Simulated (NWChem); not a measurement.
System: diiodomethane (CH2I2); SMILES C(I)I

Here is an NWChem input.

```
start job
memory heap 200 mb stack 900 mb global 1100 mb
geometry units angstroms noautoz
  I      1.813414     0.000000     0.076257
  C      0.000000     0.000000    -1.056251
  I     -1.813414     0.000000     0.076257
  H      0.000000     0.902932    -1.674573
  H      0.000000    -0.902932    -1.674573
end
basis spherical
  * library def2-svp
end
ecp
  I library def2-ecp
end
dft
  xc b3lyp
  iterations 150
  mulliken
end
task dft energy
```

NWChem printed, in part:

```
             Northwest Computational Chemistry Package (NWChem) 7.3.0
             --------------------------------------------------------

 C2V symmetry detected

                             Geometry "geometry" -> ""
                             -------------------------

 Output coordinates in angstroms (scale by  1.889725989 to convert to a.u.)

  No.       Tag          Charge          X              Y              Z
 ---- ---------------- ---------- -------------- -------------- --------------
    1 I                   53.0000     1.81341400     0.00000000     0.09032200
    2 C                    6.0000     0.00000000     0.00000000    -1.04218600
    3 I                   53.0000    -1.81341400     0.00000000     0.09032200
    4 H                    1.0000     0.00000000     0.90293200    -1.66050800
    5 H                    1.0000     0.00000000    -0.90293200    -1.66050800

 Effective nuclear repulsion energy (a.u.)     615.2621377391

      Symmetry information
      --------------------

 Group name             C2v
 Group number             16
 Group order               4
 No. of unique centers     3

                                 NWChem DFT Module
                                 -----------------

 Summary of "ao basis" -> "ao basis" (spherical)
 ------------------------------------------------------------------------------
       Tag                 Description            Shells   Functions and Types
 ---------------- ------------------------------  ------  ---------------------
 I                          def2-svp                10       26   4s4p2d
 C                          def2-svp                 6       14   3s2p1d
 H                          def2-svp                 3        5   2s1p

      Symmetry analysis of basis
      --------------------------

        a1         29
        a2         10
        b1         22
        b2         15

            General Information
            -------------------
          SCF calculation type: DFT
          Wavefunction type:  closed shell.
          No. of atoms     :     5
          No. of electrons :    58
           Alpha electrons :    29
            Beta electrons :    29
          Charge           :     0
          Spin multiplicity:     1
          Use of symmetry is: on ; symmetry adaption is: on
          Maximum number of iterations: 150
          AO basis - number of functions:    76
                     number of shells:    32
          Convergence on energy requested:  1.00D-06
          Convergence on density requested:  1.00D-05
          Convergence on gradient requested:  5.00D-04

              XC Information
              --------------
                         B3LYP Method XC Potential
                     Hartree-Fock (Exact) Exchange  0.200
                        Slater Exchange Functional  0.800 local
                    Becke 1988 Exchange Functional  0.720 non-local
              Lee-Yang-Parr Correlation Functional  0.810
                  VWN I RPA Correlation Functional  0.190 local

             Grid Information
             ----------------
          Grid used for XC integration:  medium
          Radial quadrature: Mura-Knowles
          Angular quadrature: Lebedev.
          Tag              B.-S. Rad. Rad. Pts. Rad. Cut. Ang. Pts.
          ---              ---------- --------- --------- ---------
          I                   1.40      123          11.0       590
          C                   0.70       49           8.0       434
          H                   0.35       45           9.0       434
          Grid pruning is: on
          Number of quadrature shells:   217
          Spatial weights used:  Erf1

      Superposition of Atomic Density Guess
      -------------------------------------

 Sum of atomic energies:        -732.87760829

      Non-variational initial energy
      ------------------------------

 Total energy =    -632.634518
 1-e energy   =   -1468.060002
 2-e energy   =     644.121591
 HOMO         =      -0.312547
 LUMO         =      -0.041359

      Symmetry analysis of molecular orbitals - initial
      -------------------------------------------------

  Numbering of irreducible representations:

     1 a1          2 a2          3 b1          4 b2

  Orbital symmetries:

     1 a1          2 a1          3 b1          4 a1          5 b1
     6 a1          7 b2          8 a2          9 b1         10 a1
    11 b1         12 a1         13 b2         14 a2         15 b1
    16 a1         17 b2         18 a2         19 b1         20 a1
    21 b1         22 a1         23 b2         24 a1         25 b1
    26 a2         27 a1         28 b1         29 b2         30 a1
    31 b1         32 a1         33 b2         34 a1         35 b1
    36 b2         37 a1         38 b1         39 a1

     ---------------------------------------------
      Total Density - Mulliken Population Analysis
     ---------------------------------------------

    Atom       Charge   Shell Charges
 -----------   ------   -------------------------------------------------------
    1 I   25    25.15   1.83  0.22  1.23  0.67  2.93  3.13  2.59  2.53  9.82  0.20
    2 C    6     5.97   1.99  0.91  0.36  1.59  1.09  0.02
    3 I   25    25.15   1.83  0.22  1.23  0.67  2.93  3.13  2.59  2.53  9.82  0.20
    4 H    1     0.86   0.67  0.17  0.02
    5 H    1     0.86   0.67  0.17  0.02

   convergence    iter        energy       DeltaE   RMS-Dens  Diis-err
 ---------------- ----- ----------------- --------- --------- ---------
 d= 0,ls=0.0,diis     1   -634.7869317502 -8.26D+02  1.76D-02  4.63D-01
 d= 0,ls=0.0,diis     2   -634.6368926669  1.50D-01  1.10D-02  1.58D+00
 d= 0,ls=0.0,diis     3   -634.8549876288 -2.18D-01  1.16D-03  3.74D-03
 d= 0,ls=0.0,diis     4   -634.8555171840 -5.30D-04  3.59D-04  4.06D-04
 d= 0,ls=0.0,diis     5   -634.8555649785 -4.78D-05  3.64D-05  9.52D-06
  Resetting Diis
 d= 0,ls=0.0,diis     6   -634.8555660841 -1.11D-06  9.01D-06  2.49D-07
 d= 0,ls=0.0,diis     7   -634.8555661232 -3.91D-08  3.11D-06  1.63D-08

         Total DFT energy =     -634.855566123153
      One electron energy =    -1469.704135074438
           Coulomb energy =      694.340642786201
    Exchange-Corr. energy =      -50.795966805220
 Nuclear repulsion energy =      191.303892970304

 Numeric. integr. density =       57.999988449457

                  Occupations of the irreducible representations
                  ----------------------------------------------

                     irrep           alpha         beta
                     --------     --------     --------
                     a1               11.0         11.0
                     a2                4.0          4.0
                     b1                9.0          9.0
                     b2                5.0          5.0

                       DFT Final Molecular Orbital Analysis
                       ------------------------------------

 Vector   27  Occ=2.000000D+00  E=-2.705856D-01  Symmetry=a2
              MO Center= -1.0D-13,  2.9D-16,  7.4D-02, r^2= 5.3D+00
   Bfn.  Coefficient  Atom+Function         Bfn.  Coefficient  Atom+Function
  ----- ------------  ---------------      ----- ------------  ---------------
    12      0.441384  1 I  py                52     -0.441384  3 I  py
    15      0.397313  1 I  py                55     -0.397313  3 I  py
     9     -0.178864  1 I  py                49      0.178864  3 I  py
     6     -0.144678  1 I  py                46      0.144678  3 I  py

 Vector   28  Occ=2.000000D+00  E=-2.652034D-01  Symmetry=b2
              MO Center=  1.0D-13,  2.2D-16,  1.4D-02, r^2= 5.2D+00
   Bfn.  Coefficient  Atom+Function         Bfn.  Coefficient  Atom+Function
  ----- ------------  ---------------      ----- ------------  ---------------
    12      0.423667  1 I  py                52      0.423667  3 I  py
    15      0.387093  1 I  py                55      0.387093  3 I  py
     9     -0.171823  1 I  py                49     -0.171823  3 I  py
     6     -0.138853  1 I  py                46     -0.138853  3 I  py
    31     -0.127704  2 C  py                67     -0.127327  4 H  s

 Vector   29  Occ=2.000000D+00  E=-2.577787D-01  Symmetry=b1
              MO Center= -1.8D-14, -1.2D-15,  3.6D-02, r^2= 5.5D+00
   Bfn.  Coefficient  Atom+Function         Bfn.  Coefficient  Atom+Function
  ----- ------------  ---------------      ----- ------------  ---------------
    11      0.326971  1 I  px                51      0.326971  3 I  px
    13     -0.316841  1 I  pz                53      0.316841  3 I  pz
    16     -0.292475  1 I  pz                56      0.292475  3 I  pz
    14      0.287262  1 I  px                54      0.287262  3 I  px
     8     -0.130009  1 I  px                48     -0.130009  3 I  px

 Vector   30  Occ=0.000000D+00  E=-7.286133D-02  Symmetry=a1
              MO Center= -5.9D-14,  1.4D-15, -1.7D-01, r^2= 5.2D+00
   Bfn.  Coefficient  Atom+Function         Bfn.  Coefficient  Atom+Function
  ----- ------------  ---------------      ----- ------------  ---------------
    29      1.095550  2 C  s                 14      0.565056  1 I  px
    54     -0.565056  3 I  px                35      0.402164  2 C  pz
    28      0.313607  2 C  s                 32      0.310244  2 C  pz
     4     -0.308116  1 I  s                 44     -0.308116  3 I  s
    11      0.277281  1 I  px                51     -0.277281  3 I  px

 Vector   31  Occ=0.000000D+00  E=-2.018415D-02  Symmetry=b1
              MO Center=  2.6D-14, -7.4D-16, -2.6D-01, r^2= 5.0D+00
   Bfn.  Coefficient  Atom+Function         Bfn.  Coefficient  Atom+Function
  ----- ------------  ---------------      ----- ------------  ---------------
    33      0.794390  2 C  px                14      0.513585  1 I  px
    54      0.513585  3 I  px                30      0.500251  2 C  px
    16      0.421604  1 I  pz                56     -0.421604  3 I  pz
     4     -0.317517  1 I  s                 44      0.317517  3 I  s
     3     -0.215891  1 I  s                 43      0.215891  3 I  s

 Vector   32  Occ=0.000000D+00  E= 6.711666D-02  Symmetry=a1
              MO Center= -1.5D-15, -1.7D-16, -1.7D+00, r^2= 4.1D+00
   Bfn.  Coefficient  Atom+Function         Bfn.  Coefficient  Atom+Function
  ----- ------------  ---------------      ----- ------------  ---------------
    29      2.009126  2 C  s                 68     -1.458102  4 H  s
    73     -1.458102  5 H  s                 35     -0.817473  2 C  pz
     3      0.352630  1 I  s                 43      0.352630  3 I  s
    32     -0.301514  2 C  pz                 4     -0.227640  1 I  s
    44     -0.227640  3 I  s                 28      0.114978  2 C  s

     ---------------------------------------------
      Total Density - Mulliken Population Analysis
     ---------------------------------------------

    Atom       Charge   Shell Charges
 -----------   ------   -------------------------------------------------------
    1 I   25    24.97   1.83  0.22  1.36  0.56  2.94  3.11  2.59  2.32  9.80  0.25
    2 C    6     6.31   1.99  0.95  0.34  1.98  1.03  0.03
    3 I   25    24.97   1.83  0.22  1.36  0.56  2.94  3.11  2.59  2.32  9.80  0.25
    4 H    1     0.87   0.72  0.12  0.02
    5 H    1     0.87   0.72  0.12  0.02

     -------------------------------------------
      Total Density - Lowdin Population Analysis
     -------------------------------------------

    Atom       Charge   Shell Charges
 -----------   ------   -------------------------------------------------------
    1 I   25    24.89   1.25  0.73  1.07  0.80  2.77  3.18  2.51  2.52  9.48  0.57
    2 C    6     6.29   1.97  0.66  0.39  1.78  1.43  0.06
    3 I   25    24.89   1.25  0.73  1.07  0.80  2.77  3.18  2.51  2.52  9.48  0.57
    4 H    1     0.97   0.64  0.25  0.08
    5 H    1     0.97   0.64  0.25  0.08

     Multipole analysis of the density
     ---------------------------------

     L   x y z        total         alpha         beta         nuclear
     -   - - -        -----         -----         ----         -------
     0   0 0 0     -0.000000    -29.000000    -29.000000     58.000000

     1   1 0 0     -0.000000     -0.000000     -0.000000      0.000000
     1   0 1 0      0.000000      0.000000      0.000000      0.000000
     1   0 0 1     -0.431235      4.563530      4.563530     -9.558295

     2   2 0 0    -44.126619   -315.646786   -315.646786    587.166953
     2   1 1 0      0.000000      0.000000      0.000000      0.000000
     2   1 0 1      0.000000      0.000000      0.000000      0.000000
     2   0 2 0    -45.114846    -25.468862    -25.468862      5.822879
     2   0 1 1     -0.000000     -0.000000     -0.000000      0.000000
     2   0 0 2    -42.943518    -43.682684    -43.682684     44.421850
```

Level: B3LYP/def2-SVP with def2 effective core potentials on I. Structure relaxed at the PBE0/def2-SVP level. B3LYP is NWChem's, with the RPA form of VWN correlation. def2 effective core potentials on I; no spin-orbit coupling.
